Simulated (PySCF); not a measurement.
SMILES C=Cc1nc(Cl)[nH]c1C, C₆H₇ClN₂

Geometry:
| atom | x (Å) | y (Å) | z (Å) |
| --- | --- | --- | --- |
| C1 | 2.638 | -1.087 | -0.199 |
| C2 | 1.726 | -0.130 | -0.083 |
| C3 | 0.304 | -0.384 | -0.055 |
| N4 | -0.215 | -1.654 | -0.150 |
| C5 | -1.499 | -1.513 | -0.085 |
| Cl6 | -2.649 | -2.756 | -0.152 |
| N7 | -1.879 | -0.213 | 0.049 |
| C8 | -0.722 | 0.529 | 0.067 |
| C9 | -0.732 | 2.006 | 0.214 |
| H10 | 2.337 | -2.117 | -0.279 |
| H11 | 3.692 | -0.871 | -0.217 |
| H12 | 2.010 | 0.910 | 0.001 |
| H13 | -2.821 | 0.135 | 0.117 |
| H14 | 0.080 | 2.447 | -0.359 |
| H15 | -0.603 | 2.292 | 1.259 |
| H16 | -1.675 | 2.416 | -0.140 |

Level of theory: PySCF, GIAO mPW1PW91/pcseg-1 magnetisability, rotational g tensor and spin-rotation constants, non-relativistic, gas phase. Geometry: GFN2-xTB.

(1) What are the magnetisability and the molar susceptibility?

(2) Split it along the inertial axes a, b, c into diamagnetic and paramagnetic parts about the centre of mass, with the quadrupole moment.

(3) And the rotational g tensor?

Results:

(1) Isotropic -1424 × 10⁻³⁰ J/T², or -85.7 × 10⁻⁶ cm³/mol; principal values -1844, -1259, -1168 × 10⁻³⁰ J/T², anisotropy 635 × 10⁻³⁰ J/T² (root of half the summed squared differences of the principal values). The susceptibility is in cgs units.

(2) 
```
axis  χ (10⁻⁶ cm³/mol)  diamagnetic (10⁻⁶ cm³/mol)  paramagnetic (10⁻⁶ cm³/mol)  summed x² of all electrons (Å²)  quadrupole Θ (D Å)
   a             -73.7                      -674.1                        600.4                            284.2               +2.98
   b             -72.4                     -1268.1                       1195.6                            144.2               +5.47
   c            -111.0                     -1817.1                       1706.1                             14.7               -8.46
```
Anisotropies 2χaa − χbb − χcc = +36.0 and 2χbb − χaa − χcc = +39.9 × 10⁻⁶ cm³/mol. Θ is traceless in Buckingham's convention.

(3) 
| axis | rotational constant (GHz) | g | nuclear part | electronic part |
| --- | --- | --- | --- | --- |
| a | 2.2241 | -0.0313 | 0.5961 | -0.6273 |
| b | 0.9817 | -0.0151 | 0.5363 | -0.5514 |
| c | 0.6840 | +0.0045 | 0.5527 | -0.5482 |

Asymmetric top; isotopes 12C, 35Cl, 1H, 14N; no vibrational averaging.
